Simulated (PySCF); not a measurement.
B(OH)(SH)2 (BH₃OS₂), SMILES SB(O)S.

Geometry: TPSSh-D3(BJ)/def2-SVP. The values are those of a single conformer.

The numbers are results of TPSSh-D3(BJ)/def2-SVP (PySCF), not measurements.

Frequencies are harmonic and unscaled.

Computed normal modes with their intensities:
| mode | ν (cm⁻¹) | IR (km/mol) | Raman (Å⁴/amu) | depolarisation | moving atoms (share of kinetic energy) |
|---|---|---|---|---|---|
| 1 | 176 | 8.3 | 3.2 | 0.75 | H 95 % |
| 2 | 224 | 4.1 | 0.6 | 0.57 | S 66 %, O 15 %, H 10 %, B 10 % |
| 3 | 330 | 6.1 | 1.6 | 0.57 | O 49 %, S 35 %, H 14 % |
| 4 | 345 | 0.7 | 8.8 | 0.75 | H 89 % |
| 5 | 458 | 108.9 | 0.8 | 0.75 | H 89 %, B 9 % |
| 6 | 493 | 35.1 | 2.5 | 0.75 | B 73 %, O 15 %, H 9 % |
| 7 | 521 | 8.0 | 11.2 | 0.13 | S 56 %, O 26 %, B 10 % |
| 8 | 771 | 54.4 | 8.8 | 0.50 | H 71 %, B 17 %, S 12 % |
| 9 | 832 | 3.0 | 17.2 | 0.74 | H 84 % |
| 10 | 879 | 180.3 | 0.4 | 0.50 | H 64 %, B 20 %, S 8 % |
| 11 | 1115 | 261.3 | 1.9 | 0.36 | H 44 %, B 43 %, O 10 % |
| 12 | 1353 | 227.4 | 2.5 | 0.20 | B 68 %, O 26 % |
| 13 | 2673 | 9.5 | 192.8 | 0.27 | H 97 % |
| 14 | 2697 | 0.7 | 88.2 | 0.32 | H 97 % |
| 15 | 3837 | 76.2 | 86.4 | 0.31 | H 94 % |
